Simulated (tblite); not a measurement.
Compound: C₅H₇N₂OP.
Structure used (GFN2-xTB), in Å, numbered top down from 1:
```
atom  x, y, z in Å
C1    -2.3636   -1.7307    0.3106
C2    -1.1091   -1.3223    0.2063
N3    -0.7586    0.0136    0.0305
N4    -1.6901    0.9622   -0.0434
C5    -1.1476    2.1302   -0.2076
P6     0.6131    2.1779   -0.2906
C7     0.5219    0.4575   -0.0794
O8     1.5017   -0.4641   -0.0108
C9     2.8069    0.0517   -0.1282
H10   -2.5969   -2.7701    0.4459
H11   -3.1771   -1.0294    0.2619
H12   -0.2545   -1.9802    0.2482
H13   -1.7889    2.9903   -0.2830
H14    2.9402    0.5549   -1.0912
H15    3.4802   -0.8000   -0.0541
H16    3.0149    0.7675    0.6735
```

Computed with GFN2-xTB (tblite): harmonic, unscaled wavenumbers at the GFN2-xTB geometry, gas phase. Errors from tens to a few hundred cm⁻¹ against measured bands are possible. One conformer, not necessarily the lowest.

Harmonic wavenumbers (cm⁻¹): 85.5, 108.2, 145.0, 163.9, 182.9, 223.5, 296.0, 377.4, 479.0, 492.4, 548.0, 549.8, 678.4, 681.0, 746.9, 805.0, 843.5, 861.9, 981.6, 996.4, 1020.6, 1062.3, 1123.8, 1139.6, 1189.3, 1233.3, 1292.3, 1334.0, 1369.8, 1383.9, 1408.9, 1448.9, 1467.4, 1487.6, 1681.4, 2933.6, 2949.8, 3033.4, 3099.5, 3122.8, 3130.2, 3169.0.

A = 2106, B = 1333, C = 820.5 MHz; mass 142.030 u (most abundant isotopes); point group Cs, symmetry number 1.

Question: What is the zero-point energy?

Answer: ½Σν̃ = 25664 cm⁻¹ = 73.38 kcal/mol.

Question: What is S at 350 K and 1 bar for an ideal gas of classical rigid rotors and harmonic oscillators?

Answer: Translation 41.59, rotation 29.80, vibration 28.34: S = 99.7 cal/(mol K).

Question: And Cp and H(350 K) − H(0)?

Answer: Cp = 39.44 cal/(mol K), of which vibrations give 31.49 (their classical limit is 42 R = 83.5); H(350 K) − H(0) = 8.25 kcal/mol without the zero-point energy, 5.47 from vibrations.

Question: Blend soft modes into free rotors: weight 1/[1 + (100 cm⁻¹/ν̃)⁴] for the oscillator and the rest for a rotor with moment μB/(μ + B), μ = h/(8π²ν), B = 10⁻⁴⁴ kg m². What vibrational entropy results?

Answer: 27.35 cal/(mol K) in place of 28.34, which changes −T·S at 350 K by +0.35 kcal/mol.

Question: What must be added to the electronic energy to get the Gibbs energy at 350 K and 1 bar?

Answer: ZPE + [H(350 K) − H(0)] − T·S = 73.38 + 8.25 − 34.90 = 46.73 kcal/mol.

Question: How do the functions run with temperature in this model?

Answer: 
```tsv
T (K)	S (cal/(mol K))	Cp (cal/(mol K))	H − H(0) (kcal/mol)	G − H(0) (kcal/mol)	ln q(vib)
100	67.1	17.1	1.17	-5.54	0.95
200	81.7	26.0	3.33	-13.01	3.06
300	94.0	35.0	6.39	-21.81	5.28
500	115.8	50.8	15.05	-42.84	9.76
800	143.1	65.2	32.66	-81.82	16.24
1000	158.3	71.1	46.33	-112.00	20.24
```

q(vib) and H(0) count from the zero-point level.

Question: Which modes carry the vibrational entropy at 350 K?

Answer: 85.5 cm⁻¹: 4.08; 108.2 cm⁻¹: 3.61; 145.0 cm⁻¹: 3.04; 163.9 cm⁻¹: 2.81; 182.9 cm⁻¹: 2.60; 223.5 cm⁻¹: 2.22 cal/(mol K); the other 36 give 9.97 together.

Hindered rotation and anharmonicity are outside this model. Other conformers, if any are populated, would add a mixing term that is left out.
